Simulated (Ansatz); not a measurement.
Consider the formal exchange of groups at the Si–I bond: `F[SiH2]I` + `C[SiH2]BO` → `OB[SiH2][SiH2]F` + `CI`.

Gas-phase electronic energies from Ansatz, PBE0-D4/def2-TZVP geometries. CCSD(T)/CBS adds triple-zeta CCSD(T) − MP2 to the extrapolated MP2 energy (def2 sets, frozen cores). def2 core potentials past Kr. For I outer-core shells are correlated without core-valence functions, which leaves a few kJ/mol of doubt a bond. Each species was taken in one conformer, which may not be the lowest.

```csv
species,CCSD(T)/CBS(def2) energy (Eh)
`F[SiH2]I`,-687.61044
`C[SiH2]BO`,-431.35068
`OB[SiH2][SiH2]F`,-781.61756
`CI`,-337.29646
```

Task: Work out ΔE.

Result: ΔE = (-781.61756) + (-337.29646) − (-687.61044) − (-431.35068) = 0.04710 Eh = +1.28 eV.

Largest T1 diagnostic among the species: 0.014.

In def2-TZVPP, CCSD(T) changes the Hartree–Fock value by −0.21 eV (the triples alone add −0.04 eV) and MP2 by −0.07 eV. From PBE to PBE0 (25 % exact exchange), in def2-TZVPP and without D4, ΔE moves by +0.10 eV.
